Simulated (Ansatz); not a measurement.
**Abstraction of H: GeH3(CN) + B(CH3)I → GeH2(CN) + BH(CH3)I**

Gas-phase species: GeH3(CN), singlet; B(CH3)I, doublet; GeH2(CN), doublet; BH(CH3)I, singlet. A radical takes H: the energy is the difference in strength between the Ge–H bond broken and the B–H bond made.

Shapes, held fixed at every level: PBE0-D4/def2-TZVP. Programs: Ansatz 0.2.0. The zero-point and thermal change to 298 K, harmonic and unscaled (PBE0-D4/def2-TZVP), is +2.9 kJ/mol.

| level | kind | ΔH(298 K) (kJ/mol) | less CCSD(T)/def2-TZVPP |
| --- | --- | --- | --- |
| MP2/def2-TZVPP | perturbation theory | -63.2 | +6.9 |
| HF/def2-TZVPP | Hartree–Fock | -68.3 | +1.8 |
| SPW92/def2-TZVPP | LDA | -73.3 | -3.2 |
| PBE-D4/def2-TZVPP | GGA | -72.8 | -2.7 |
| BHLYP-D4/def2-TZVPP | global hybrid | -75.1 | -5.0 |
| wB97X-V/def2-TZVPP | range-separated hybrid | -72.2 | -2.1 |
| CCSD(T)/def2-TZVPP | coupled cluster or CI | -70.1 | 0.0 |

The highest level, CCSD(T)/def2-TZVPP, gives ΔH(298 K) = -70.1 kJ/mol; the levels span -75.1 to -63.2. The column of differences is taken from that level and isn't an error. No measured value is set beside it here. Spin contamination: GeH2(CN) (⟨S²⟩ up to 0.80). Open shells run unrestricted. For atoms past krypton def2 sets carry core potentials with scalar relativity. Relativity is left out for Ge. Outer-core shells of Ge, I are correlated, in sets that cover them unevenly.
